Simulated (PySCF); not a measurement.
Working out the excitation energy of P⁺

P⁺ [Ne] 3s2 3p2 (3P) → P⁺ [Ne] 3s2 3p1 4s1 (3P). Computed with PySCF 2.14 in aug-cc-pV(D+d)Z (5s4p3d, 32 functions), with the non-relativistic Hamiltonian (point nucleus). Frozen: [Ne]. Energies in hartree (1 hartree = 27.21139 eV):

```json
{"part": "UHF", "P⁺ (lower)": "-340.344823", "P⁺ (upper)": "-339.956808"}
{"part": "MP2 opposite-spin", "P⁺ (lower)": "-0.042654", "P⁺ (upper)": "-0.041740"}
{"part": "MP2 same-spin", "P⁺ (lower)": "-0.008568", "P⁺ (upper)": "-0.006779"}
```

What does Hartree-Fock give?

(-339.956808) − (-340.344823) = 0.388015 hartree = 10.558 eV.

What do MP2 and SCS-MP2 (6/5 opposite-spin, 1/3 same-spin) give?

The opposite-spin parts differ by 0.025 eV and the same-spin parts by 0.049 eV. MP2: 10.558 + (0.025) + (0.049) = 10.632 eV. SCS-MP2: 10.558 + 1.2 × (0.025) + (0.049)/3 = 10.604 eV.

Measured between the centres of the two terms (NIST): 10.740 eV, so MP2 (valence) is off by -0.108 eV.

What remains against the reference includes basis incompleteness, the frozen core and correlation beyond second order.
